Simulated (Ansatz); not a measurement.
Ideal-gas functions of CH4FO2Si (`CO[Si](O)F`) radical at 500 K and 1 bar, from an Ansatz frequency run at PBE0-D4/def2-TZVP.

Molar mass 95.12 g/mol, point group C1 (symmetry number 1), electronic degeneracy 2, moments of inertia 72.509, 164.825, 222.289 u Å². Harmonic wavenumbers (cm⁻¹, unscaled): 65, 73, 127, 172, 293, 328, 396, 744, 792, 891, 956, 1148, 1181, 1211, 1480, 1496, 1500, 3034, 3103, 3135, 3915.

Use S(trans) = R[1.5 ln M + 2.5 ln T − 1.1517]; rotational temperatures θ = 24.2544 K / I; S(rot) = R[ln(√π/σ · √(T³/θAθBθC)) + 1.5]; for each mode x = 1.438777 ν̃/T, S = R[x/(eˣ − 1) − ln(1 − e⁻ˣ)] and H = RT x/(eˣ − 1); 1 cm⁻¹ = 0.0119627 kJ/mol; R = 8.31446 J/(mol·K).

Task: By hand: the entropy, in J/(mol·K).

Result: Translation 176.4. Rotation: θ = 0.3345, 0.1472, 0.1091 K, giving 116.5. Vibration, mode by mode: 22.27, 21.30, 16.73, 14.25, 9.98, 9.10, 7.66, 3.41, 3.06, 2.44, 2.11, 1.36, 1.26, 1.18, 0.63, 0.60, 0.60, 0.01, 0.01, 0.01, 0.00, in all 118.0. Electronic 5.8. Sum 416.7 J/(mol·K).

Task: By hand: H − E and G − E in kJ/mol, counted from the electronic energy.

Result: Zero-point energy ½ × 26040 × 0.0119627 = 155.8; thermal vibration 27.7; translation, rotation and pV give 4 RT = 16.6. H − E = 200.1 kJ/mol, and G − E = 200.1 − 500 × 416.7/1000 = -8.2 kJ/mol.

Vibration gives 28 % of the entropy, 60.3 J/(mol·K) of it from the modes under 150 cm⁻¹: soft modes count most, and the harmonic formula is weakest for them. The sum counts one conformer and one mirror image; others add a mixing term.
